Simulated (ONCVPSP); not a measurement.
## Before and after: ONCV potential for tin

```
Element                 : tin
Generator               : ONCVPSP 4.0.1
Type                    : optimised norm-conserving Vanderbilt (ONCV)
Functional              : PBE
Relativity              : fully relativistic
Frozen core             : [Ar] 3d10
Valence charge          : 22
Reference configuration : 4s2 4p6 4d10 5s2 5p2
Partial waves           : 4s+5s: rc 1.55 bohr, ncon 4, nbas 7, qcut 9 1/bohr, 2 projectors; 4p+5p: rc 1.15 bohr, ncon 5, nbas 9, qcut 14.1 1/bohr, 3 projectors, debl 0.5 Ha; 4d: rc 1.35 bohr, ncon 5, nbas 9, qcut 12.9 1/bohr, 2 projectors, debl 3.8 Ha
Local potential         : polynomial inside 1.05 bohr (lpopt 5, dvloc0 -1 Ha)
Core correction         : Teter function, fcfact 1.75, rcfact 1.1
```

Open shells are filled in proportion to 2j + 1.

All-electron outer shells of the reference configuration (PBE, scalar-relativistic, ld1.x):

```csv
shell,level (eV),outermost node (bohr),outermost maximum (bohr)
3p,-698.81,0.14,0.30
3d,-473.43,–,0.25
4s,-133.93,0.40,0.74
4p,-89.70,0.41,0.79
4d,-25.84,0.39,0.88
5s,-10.55,0.98,2.01
5p,-3.69,1.09,2.55
```

Change: d: rc 1.66.

Cutoffs: the cutoffs (Ha) at which the residual kinetic energy of the hardest occupied pseudo-wave falls to 1 and 0.1 mHa per electron; they do not see the model core or the augmentation charge, which bear on the density cutoff. Errors are all-electron minus pseudo energies relative to the spin-unpolarised reference configuration.

**Question.** What does the change do?

**Answer.** The potential gets neither clearly harder nor softer (70 Ha and 81 Ha → 70 Ha and 81 Ha); the p channel sets the loose cutoff, while the largest relative change is in d, which becomes softer; the errors of the 4 common tests hardly move; neither file shows a bound ghost.

```tsv
quantity	base	changed
cutoff, loose	70 Ha	70 Ha
cutoff, tight	81 Ha	81 Ha
loose cutoff by channel	s 26 Ha, p 70 Ha, d 45 Ha	s 26 Ha, p 70 Ha, d 39 Ha
bound ghosts	none	none
GHOST(+) flags under 300 eV	s at 235.8 eV	s at 235.8 eV
error for 4s2 4p6 4d10 5s2 5p1, meV [ΔE 6.89 eV]	+0.5	+0.5
error for 4s2 4p6 4d10 5s2 5p0, meV [ΔE 20.86 eV]	+1.4	+1.4
error for 4s2 4p6 4d10 5s1 5p0, meV [ΔE 51.83 eV]	+0.2	-0.1
error for 4s2 4p6 4d10 5s0 5p4, meV [ΔE 14.15 eV]	-6.6	-6.8
s: phases at 1.57 bohr within 0.05 rad from the reference energy up to (Ha; the scan ends near 5)	to the end of the scan	to the end of the scan
p3/2: phases at 1.16 bohr within 0.05 rad from the reference energy up to (Ha; the scan ends near 5)	to the end of the scan	to the end of the scan
p1/2: phases at 1.16 bohr within 0.05 rad from the reference energy up to (Ha; the scan ends near 5)	to the end of the scan	to the end of the scan
rms error of d²Exc/dni dnj with the model core, mHa	5.43	5.46
```
